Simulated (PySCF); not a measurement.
## How methods differ on the excitation energy of Rh²⁺

Rh²⁺ [Kr] 4d7 (4F) → Rh²⁺ [Kr] 4d6 5p1 (high-spin determinant), as a difference of total energies. Computed with PySCF 2.14 in def2-QZVPPD with the def2 core potential (28 electrons), with a scalar-relativistic core potential. Correlated levels: valence: 4s2 4p6 frozen. The calculations carry no spin-orbit coupling.

```
           method  excitation energy (eV)
              UHF                  10.944
    MP2 (valence)                  11.799
SCS-MP2 (valence)                  12.242
   CCSD (valence)                  11.696
CCSD(T) (valence)                  11.707
```

**Question.** How much does correlation contribute at CCSD(T) (valence)?

**Answer.** 11.707 − (10.944) = 0.763 eV, measured against UHF.

The determinant of the upper state mixes LS terms, which raises its energy above the lowest term, most at the Hartree-Fock and MP2 levels.
